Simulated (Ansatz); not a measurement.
`FB(F)[CH2][SbH2]` + HI → `FB(F)I` + `[CH3][SbH2]`  (ligand exchange at a B–C bond)

Calculated with Ansatz (gas phase, PBE0-D4/def2-TZVP geometries, no zero-point term in ΔE). CBS: MP2 limit from def2 TZ/QZ plus the TZ coupled-cluster correction, frozen cores. Functionals use def2-TZVPP. B3LYP here is the variant with VWN-RPA as its local correlation; programs differ in this. def2 core potentials past Kr. For I, Sb outer-core shells are correlated without core-valence functions, which leaves a few kJ/mol of doubt a bond. One conformer a species, not always the lowest.

```tsv
level	ΔE (kJ/mol)
PBE-D4	-20.6
r2SCAN-D4	-19.4
PBE0-D4	-18.4
PBE-QIDH	-19.9
revPBE	-25.7
B3LYP	-19.4
HF/def2-TZVPP	-17.9
SCS-MP2/def2-QZVPP	-21.9
```

Q: What does CCSD(T)/CBS give? (Best estimate.)

A: The calculation gave: -18.1 kJ/mol. The listed levels differ from it by -2.5, -1.3, -0.3, -1.8, -7.6, -1.3, 0.2, -3.8 kJ/mol.

Largest T1 diagnostic among the species: 0.013.

From BLYP to BHLYP (50 % exact exchange), in def2-TZVPP and without D4, ΔE moves by +5.3 kJ/mol. Leaving LDA and LC-ωPBE aside and taking each functional with its dispersion term where it has one, the values, not all of them listed here, spread over 7.6 kJ/mol, from revPBE-D4 to CAM-B3LYP-D4. LDA lies +8.5 kJ/mol from PBE without D4. At CCSD(T), def2-SVP lies +6.6 kJ/mol from the extrapolated value and def2-TZVPP +2.1 kJ/mol.
